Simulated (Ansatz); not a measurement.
`[F][AlH][SbH2]` + H₂ → `[SbH3]` + `[F][AlH2]` at 298.15 K and 1 bar (hydrogenolysis of the Sb–Al bond).

Computed with Ansatz on PBE0-D4/def2-TZVP structures; ΔE is electronic, products minus reactants. CCSD(T)/CBS adds triple-zeta CCSD(T) − MP2 to the extrapolated MP2 energy (def2 sets, frozen cores). This one scheme is used for every species. def2 core potentials past Kr. For Sb outer-core shells are correlated without core-valence functions, which leaves a few kJ/mol of doubt a bond.

```json
{"species": "`[F][AlH][SbH2]`", "CCSD(T)/CBS energy (Eh)": "-583.69641", "H − E (kJ/mol)": "77.4", "S (J/(mol·K))": "333.2"}
{"species": "H₂", "CCSD(T)/CBS energy (Eh)": "-1.17544", "H − E (kJ/mol)": "35.1", "S (J/(mol·K))": "130.4"}
{"species": "`[SbH3]`", "CCSD(T)/CBS energy (Eh)": "-241.78682", "H − E (kJ/mol)": "60.8", "S (J/(mol·K))": "232.7"}
{"species": "`[F][AlH2]`", "CCSD(T)/CBS energy (Eh)": "-343.06661", "H − E (kJ/mol)": "51.4", "S (J/(mol·K))": "241.2"}
```

H − E and S are ideal-gas, rigid-rotor, harmonic terms from PBE0-D4/def2-TZVP, for one conformer and one mirror image of each species. The MP2-based limit puts H₂ 0.8 mEh under its directly extrapolated value; such offsets cancel only in part. 1 Eh = 2625.50 kJ/mol, R = 8.31446 J/(mol·K).

**Question.** By hand: ΔE, ΔH, ΔS and ΔG.

**Answer.** ΔE = (-241.78682) + (-343.06661) − (-583.69641) − (-1.17544) = 0.01842 Eh = 48.4 kJ/mol. Δ(H − E) = 60.8 + 51.4 − 77.4 − 35.1 = -0.3, so ΔH = 48.1 kJ/mol. ΔS = 232.7 + 241.2 − 333.2 − 130.4 = 10.3 J/(mol·K). ΔG = 48.1 − 298.15 × (10.3)/1000 = 45.0 kJ/mol.

**Question.** By hand: the equilibrium constant, and the temperature at which ΔG would vanish if ΔH and ΔS stayed fixed.

**Answer.** log₁₀ K = −ΔG/(RT ln 10) = -7.9. ΔG = 0 at ΔH/ΔS = 4670 K, far beyond where these terms or the molecules hold.

The number of gas molecules stays the same, so ΔS is small and ΔH decides. A doubt of 5 kJ/mol in ΔE shifts log₁₀ K by 0.9 here. Other conformers and mirror images would add mixing entropy, several J/(mol·K) or more a flexible species. These are equilibria of isolated gas molecules and say nothing of rates. Largest T1 diagnostic: 0.014 (customary marks: 0.02 for closed shells, 0.045 for open ones).
